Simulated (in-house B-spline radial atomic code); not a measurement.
**RPA and G0W0 on LDA VWN5: Ge4+**

Configuration [Ar] 3d10, mean-field start LDA VWN5. Computed with a B-spline radial code for spherical atoms: all electrons, non-relativistic, point nucleus, each spin shell either full or empty, empty states to l = 9 with an (l + 1/2)⁻⁴ tail; G0W0 by contour deformation at full frequency.

Command:
```bash
python run_gw.py task.json out
```
Settings (radii: box in bohr, nucleus in fm):
```
Z                        32
electrons                28
configuration            [Ar] 3d10
hamiltonian              nr
method                   lda,vwn
lmax                     9
spin_polarised           False
box_radius               11.96
intervals                50
```

Time taken, with all properties: 2.1 s on 1 thread of Arm Neoverse N1, on a shared host.

Energies (hartree):

```
                                     term        value
                         mean-field total  -2069.98684
Hartree-Fock functional on these orbitals  -2071.71168
                      direct second order       -2.496
                    second-order exchange      0.71736
                         SOSEX correction      0.65479
```

**Question.** What is the RPA correlation energy, and what remains with SOSEX?

**Answer.** RPA gives -2.1287 hartree (-2.07 eV per electron); RPA + SOSEX gives -1.4739, and the second-order doubles -1.7786 hartree (no singles). SOSEX takes back 31 % of the RPA value.

Quasi-particle levels (eV):

```json
{"level": "3d", "occupied": "yes", "mean field": "-78.91", "Σx - vxc": "-15.33", "Σc": "?", "QP weight": "?", "G0W0": "?"}
{"level": "4s", "occupied": "no", "mean field": "-51.48", "Σx - vxc": "7.78", "Σc": "-1.47", "QP weight": "0.986", "G0W0": "-45.17"}
```

G0W0 = mean field + (Σx - vxc) + Σc, with Σc (partial-wave tail included) taken at the quasi-particle energy. Only the outer levels were computed. Levels of low weight are left out.

**Question.** Where does G0W0 put 3d?

**Answer.** At -91.58 eV, with Σc = 2.66 eV and a quasi-particle weight of 0.936. The tabulated removal energy is 90.5 ± 0.019 eV (NIST, measured); the calculation leaves out relativity, Breit and QED terms, and what these don't explain is the method's own error.
